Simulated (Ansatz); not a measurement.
`N#C[Si](C#N)(C#N)C#N` + H–F → `N#C[Si](F)(C#N)C#N` + `C#N` at 500 K and 1 bar (ligand exchange at the Si–C bond).

Program: Ansatz. Geometries: PBE0-D4/def2-TZVP. ΔE: electronic, gas phase. CCSD(T)/CBS adds triple-zeta CCSD(T) − MP2 to the extrapolated MP2 energy (def2 sets, frozen cores). This one scheme is used for every species.

```csv
species,CCSD(T)/CBS energy (Eh),H − E (kJ/mol),S (J/(mol·K))
`N#C[Si](C#N)(C#N)C#N`,-660.04610,151.2,474.7
H–F,-100.39570,39.4,188.7
`N#C[Si](F)(C#N)C#N`,-667.16567,129.7,449.8
`C#N`,-93.32098,60.1,220.8
```

H − E and S are ideal-gas, rigid-rotor, harmonic terms from PBE0-D4/def2-TZVP. 1 Eh = 2625.50 kJ/mol, R = 8.31446 J/(mol·K).

Q: By hand: ΔE, ΔH, ΔS and ΔG.

A: ΔE = (-667.16567) + (-93.32098) − (-660.04610) − (-100.39570) = -0.04485 Eh = -117.8 kJ/mol. Δ(H − E) = 129.7 + 60.1 − 151.2 − 39.4 = -0.8, so ΔH = -118.6 kJ/mol. ΔS = 449.8 + 220.8 − 474.7 − 188.7 = 7.2 J/(mol·K). ΔG = -118.6 − 500 × (7.2)/1000 = -122.2 kJ/mol.

Q: By hand: the equilibrium constant, and the temperature at which ΔG would vanish if ΔH and ΔS stayed fixed.

A: log₁₀ K = −ΔG/(RT ln 10) = 12.8. ΔH and −TΔS have one sign here, so there is no such temperature.

The number of gas molecules stays the same, so ΔS is small and ΔH decides. A doubt of 5 kJ/mol in ΔE shifts log₁₀ K by 0.5 here. These are equilibria of isolated gas molecules and say nothing of rates. Largest T1 diagnostic: 0.015 (customary marks: 0.02 for closed shells, 0.045 for open ones).
